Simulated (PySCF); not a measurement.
Electric field gradients and quadrupole coupling constants

Species: C3H15NO2Si3.
Geometry (GFN2-xTB, Å), atoms numbered from 1 in this order:
```xyz
24
C3H15NO2Si3 angstrom
C      0.4867    0.7298   -1.6887
C      0.8022   -0.2022   -0.5314
O      1.8894    0.2922    0.2436
Si     3.4473    0.4942   -0.1254
Si    -0.6246   -0.3378    0.7635
C     -0.1067   -1.7711    1.9108
O     -0.6108    1.0810    1.5817
Si    -2.7532   -0.5077   -0.0894
N     -3.1569    1.0179   -0.7855
H      1.3301    0.7969   -2.3753
H      0.2688    1.7264   -1.3116
H     -0.3837    0.3624   -2.2255
H      1.0921   -1.1791   -0.9357
H      3.6640    1.5494   -1.1213
H      3.9486    0.8738    1.1897
H      4.0439   -0.7438   -0.6386
H     -0.7238   -1.7996    2.8040
H     -0.2032   -2.7330    1.4170
H      0.9281   -1.6683    2.2278
H      0.2310    1.4494    1.8498
H     -3.7098   -0.9678    0.9389
H     -2.9156   -1.4423   -1.2130
H     -4.0570    1.1481   -1.2196
H     -2.8986    1.8509   -0.2813
```

Field gradients from the PBE0/pcSseg-1 density (PySCF, non-relativistic), principal values in atomic units, ordered |Vxx| ≤ |Vyy| ≤ |Vzz|:

```tsv
atom	Vxx	Vyy	Vzz
O3	-0.5387	-1.1510	1.6898
O7	-0.4118	-1.0906	1.5025
N9	0.3445	0.6085	-0.9529
```

Q: Find the asymmetry η = (Vxx − Vyy)/Vzz and the couplings χ = eQV/h (234.96 MHz × Q in barn × V in au), with Q(17O) = −0.0256 b, Q(14N) = 0.02044 b.

A: 
```csv
atom,environment,nucleus,η,χzz (MHz),χxx (MHz),χyy (MHz)
O3,silyl ether oxygen,17O,0.36,-10.16,3.24,6.92
O7,silanol oxygen,17O,0.45,-9.04,2.48,6.56
N9,silicon-bound nitrogen,14N,0.28,-4.577,1.654,2.922
```

Q: What is Vzz at O3 in SI units (1 au = 9.71736 × 10²¹ V/m²)?

A: 1.6898 au = 16.420 × 10²¹ V/m².

Q: And the gradient at the other heavy atoms, for which no coupling is worked out here?

A: 
| atom | environment | Vzz (au) | η |
| --- | --- | --- | --- |
| C1 | methyl carbon | 0.056 | 0.28 |
| C2 | sp3 carbon bound to oxygen | 0.481 | 0.36 |
| Si4 | oxygen-bound silicon | 0.455 | 0.16 |
| Si5 | oxygen-bound silicon | 0.378 | 0.38 |
| C6 | Si-methyl carbon | -0.066 | 0.29 |
| Si8 | SiH2 silicon | 0.255 | 0.58 |

Were the hydrogens deuterons (Q(2H) = 0.00286 b), χzz would run from 102 kHz (H21) to 334 kHz (H20).

Geometry: GFN2-xTB, one conformer, isolated molecule. GFN2-xTB bond lengths can be off by several hundredths of an ångström, more for odd bonds, and the gradients follow them. A larger basis could move these couplings by a tenth or more.

The run behind these numbers computed NMR shieldings as well. Time: 2.5 min of wall time (with the writing of density and orbital grids); peak memory 1.2 GiB. Hardware: one thread of an Arm Neoverse N1, on a shared host.
